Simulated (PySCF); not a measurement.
## How methods differ on the excitation energy of Mg⁺

Mg⁺ [Ne] 3s1 (2S) → Mg⁺ [Ne] 3p1 (2P), as a difference of total energies. All numbers are calculated (PySCF 2.14, the spin-free X2C one-electron Hamiltonian (Gaussian nucleus), in ANO-RCC-VTZP (5s4p2d1f, 34 functions)). Correlated levels: valence and next inner shell: 1s2 frozen. The calculations carry no spin-orbit coupling.

| method | excitation energy (eV) |
| --- | --- |
| UHF | 4.298 |
| LDA | 4.206 |
| PBE | 4.067 |
| PBE0 | 4.128 |
| r2SCAN | 4.051 |
| TPSS | 3.967 |
| LC-wPBE | 4.263 |
| M06 | 3.844 |
| PBEsol | 4.051 |
| MP2 (valence and next inner shell) | 4.387 |
| SCS-MP2 (valence and next inner shell) | 4.363 |

Question: How much does correlation contribute at MP2 (valence and next inner shell)?

Answer: 4.387 − (4.298) = 0.089 eV, measured against UHF.

Errors of the correlated levels include the incompleteness of this basis and the frozen core.

The basis was made for the ground configuration and has no added diffuse functions, so the excitation energy can come out too high.

For comparison: 4.43 eV (measured; NIST levels, between the centres of gravity of the two terms).
